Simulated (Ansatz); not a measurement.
`N[SiH2][SeH]` + `CC(O)F` → `CC(O)(F)[SeH]` + `N[SiH3]`  (formal exchange of groups at the Se–Si bond)

Gas-phase electronic energies from Ansatz, PBE0-D4/def2-TZVP geometries. CBS: MP2 limit from def2 TZ/QZ plus the TZ coupled-cluster correction, frozen cores. This one scheme is used for every species. Functionals use def2-TZVPP. B3LYP here is the variant with VWN-RPA as its local correlation; programs differ in this. For Se outer-core shells are correlated without core-valence functions, which leaves a few kJ/mol of doubt a bond. Scalar relativity is left out up to krypton. One conformer a species, not always the lowest.

`N[SiH2][SeH]`:

```xyz
8

N     0.360   -0.330    1.267
Si    0.498   -0.058   -0.417
Se   -1.032    1.333   -1.408
H     0.386    0.446    1.909
H    -0.262   -1.050    1.599
H     0.430   -1.392   -1.057
H     1.772    0.643   -0.706
H    -2.151    0.409   -1.186
```

`CC(O)F`:

```xyz
9

C    -0.284   -0.749   -0.642
C     0.328    0.346    0.181
O    -0.636    0.891    0.998
F     1.348   -0.187    0.962
H    -0.740   -1.486    0.021
H    -1.052   -0.338   -1.298
H     0.482   -1.233   -1.247
H     0.815    1.111   -0.438
H    -0.261    1.644    1.463
```

`CC(O)(F)[SeH]`:

Cartesian coordinates in Å:
```
C 0.432 -0.429 1.017
C -0.324 0.005 -0.205
O -1.000 -1.061 -0.724
F -1.215 0.996 0.148
Se 0.849 0.766 -1.632
H 1.157 -1.197 0.752
H 0.955 0.421 1.454
H -0.279 -0.833 1.742
H -1.465 -0.774 -1.519
H 0.891 2.105 -1.034
```

`N[SiH3]`:

Cartesian coordinates in Å:
```
N -0.080 0.886 -0.588
Si 0.129 -0.492 0.419
H -0.915 1.443 -0.504
H 0.231 0.855 -1.546
H -0.153 -0.081 1.819
H -0.748 -1.663 0.116
H 1.536 -0.948 0.284
```

| level | ΔE (kJ/mol) | difference from CCSD(T)/CBS |
| --- | --- | --- |
| PBE-D4 | 113.5 | -4.7 |
| r2SCAN-D4 | 115.4 | -2.8 |
| B3LYP-D4 | 115.0 | -3.2 |
| B2PLYP | 117.5 | -0.7 |
| PBE | 115.4 | -2.8 |
| r2SCAN | 115.8 | -2.4 |
| PBE0 | 121.8 | 3.6 |
| B3LYP | 118.2 | 0.0 |
| HF/def2-TZVPP | 130.4 | 12.2 |
| MP2/def2-TZVPP | 115.8 | -2.4 |
| CCSD/def2-TZVPP | 117.2 | -1.0 |
| CCSD(T)/def2-TZVPP | 113.7 | -4.5 |
| SCS-MP2/def2-QZVPP | 117.1 | -1.1 |
| HF/CBS(def2) | 130.8 | 12.6 |
| MP2/CBS(def2) | 120.3 | 2.1 |
| CCSD/CBS(def2) | 121.7 | 3.5 |
| CCSD(T)/CBS | 118.2 | 0 |

Largest T1 diagnostic among the species: 0.011.

The D4 term adds −3.2 kJ/mol with B3LYP and −1.5 kJ/mol with PBE0; it sums over pairs of atoms, weighted by their polarisabilities, and B3LYP, whose exchange is more repulsive, gets the larger term. From PBE to PBE0 (25 % exact exchange), in def2-TZVPP and without D4, ΔE moves by +6.4 kJ/mol. In def2-TZVPP, CCSD(T) changes the Hartree–Fock value by −16.7 kJ/mol (the triples alone add −3.5 kJ/mol) and MP2 by −14.6 kJ/mol.
